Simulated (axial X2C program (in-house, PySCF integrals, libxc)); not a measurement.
**Worked dissociation energy of GeF: LDA, without spin–orbit coupling**

Calculated with an in-house all-electron X2C program for linear molecules (integrals from PySCF). Spin-free means the one-electron spin-free X2C Hamiltonian. Basis: Ge dyall-cv3z [9s9p7d4f1g], F dyall-av3z [7s6p3d2f] (cores contracted in-house); Gaussian nuclei, density fitting, unrestricted open shells. Masses: Ge 73.921 u, F 18.998 u.

Molecular state: M_S = 1/2, Λ = 1 (beyond evenly filled blocks: π+α).

* E(Ge) (2M_S = 2, M_L = 1): -2095.516427 hartree
* E(F) (2M_S = 1, M_L = 0): -99.200839 hartree
* E(GeF) at Re: -2194.955255 hartree
* ωe: 659.4 cm⁻¹
* ωexe: 3.09 cm⁻¹

**Question.** Work out De and D0.

**Answer.** De = -2095.516427 + (-99.200839) − (-2194.955255) = 0.23799 hartree = 6.476 eV. The zero-point energy is ωe/2 − ωexe/4 = 329 cm⁻¹ = 0.041 eV, so D0 = 6.435 eV.

The state is a single determinant with fixed occupations, the lowest that a limited PBE0 search found. Dissociation energies refer to the lowest single-determinant-based atoms at the same level and basis. The functionals have no current-density term, which raises determinants with orbital currents, atoms included. Spin-free De lacks the spin–orbit lowering of the heavy p-block atom, a tenth of an eV or more for 4p and 5p, up to an eV for 6p and one to two eV for 7p atoms, less what an open-shell molecule gains itself.

LDA overbinds, often by about an eV.

Each atomic determinant is the lowest at this level and need not be a pure term. Totals compare only within one Hamiltonian and basis.
